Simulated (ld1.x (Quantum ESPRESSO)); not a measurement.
Hg (Z = 80): excitation energies, all-electron against TM

* Element: mercury
* Generator: ld1.x (Quantum ESPRESSO) 7.5
* Type: norm-conserving Troullier–Martins (Kleinman–Bylander form)
* Functional: PBE
* Relativity: fully relativistic
* Frozen core: [Xe] 4f14 5d10
* Valence charge: 2
* Reference configuration: 6s1.5 6p0 (charge +0.5)
* Partial waves: 6s (bound): rc 1.60 bohr; 6d channel at 0.2 Ry: rc 3.35 bohr; 6p (bound, empty): rc 3.20 bohr
* Local potential: the p channel
* Core correction: a·sin(br)/r model core inside 1.45 bohr

Open shells are filled in proportion to 2j + 1 (rel_dist='average').

Energies are relative to the spin-unpolarised reference configuration 6s1.5 6p0; without spin polarisation the order of configurations can differ from experiment. The p channel is local and has no spin–orbit splitting in the pseudo-atom. The frozen-core shift is the all-electron ΔE with the core orbitals held at their reference shape minus the fully relaxed ΔE.

(1) Give the all-electron excitation energy and the error of the potential for: 6s2 6p0; 6s1 6p0; 6s1 6p1; 6s0 6p2; 6s0 6p1.

## Answers

(1)

```csv
valence configuration,charge,ΔE all-electron (eV),error AE − PS (meV),frozen-core shift (meV)
6s2 6p0,0,-4.363,-48,+51
6s1 6p0,+1,6.338,-62,+65
6s1 6p1,0,1.604,-62,+4.6
6s0 6p2,0,8.048,-232,+94
6s0 6p1,+1,13.646,-314,+243
```
